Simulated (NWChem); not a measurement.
System: C2HF3OSi; SMILES F[Si]1(F)C(F)=CO1

NWChem input:

```
start job
memory heap 200 mb stack 900 mb global 1100 mb
geometry units angstroms noautosym nocenter noautoz
  F      1.067397     2.253458     0.000000
  C      0.218732     1.231193     0.000000
  C     -1.141859     1.198804     0.000000
  O     -1.570006    -0.141962     0.000000
  Si     0.091310    -0.610876     0.000000
  F      0.501044    -1.494179    -1.288600
  F      0.501044    -1.494179     1.288600
  H     -1.919118     1.979543     0.000000
end
basis spherical
  * library def2-svp
end
dft
  xc m06-2x
  iterations 150
end
cosmo
  do_cosmo_smd true
  solvent dmso
end
task dft energy
```

Coordinates come from a PBE-D3(BJ)/def2-SVP optimisation. Solvent: dimethyl sulfoxide.

Level: M06-2X/def2-SVP with SMD (1 M gas to 1 M solution), gas-phase geometry. Reactions with the solvent are ignored.

What results follow from this input? (M06-2X/def2-SVP, SMD on the gas-phase geometry.) Quantities: solvation free energy (kcal/mol); cavity-dispersion-structure term (kcal/mol); dipole in solution (D).


```yaml
solvation free energy (kcal/mol): -2.1
cavity-dispersion-structure term (kcal/mol): 2.2
dipole in solution (D): 1.81
```
